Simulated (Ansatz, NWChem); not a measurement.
# How basis sets differ on CsBr (SMILES [Br][Cs])

CsBr: 2 atoms, total charge 0, spin state singlet. As SMILES, `[Br][Cs]`. The bond length is the measured one.

```
atom   x (Å)   y (Å)   z (Å)
  Br  0.0000  0.0000  0.0000
  Cs  0.0000  0.0000  3.0723
```

Each level gives the vertical energy of the triplet above the singlet (eV). The values are calculated.

```tsv
level	kind	program	value (eV)	CPU time (all runs)
MP2/def2-TZVPP (core potential)	perturbation theory	NWChem	4.51	96 s
MP2/x2c-SV(P)all (sfX2C)	perturbation theory	Ansatz	4.34	48 s
MP2/x2c-TZVPall (sfX2C)	perturbation theory	Ansatz	4.49	78 s
MP2/x2c-TZVPPall (sfX2C)	perturbation theory	Ansatz	4.51	2.2 min
MP2/x2c-QZVPall (sfX2C)	perturbation theory	Ansatz	4.62	6.6 min
```

Spin-orbit coupling, which can split open shells on such heavy atoms by tenths of an eV, is left out. The values span 4.34 to 4.62 eV. In the correlated wave-function rows the outer d shell of Br is correlated, in sets not made for it. CPU times are rough (shared hosts, several kinds of processor): they show what a rung costs within a factor of a few.
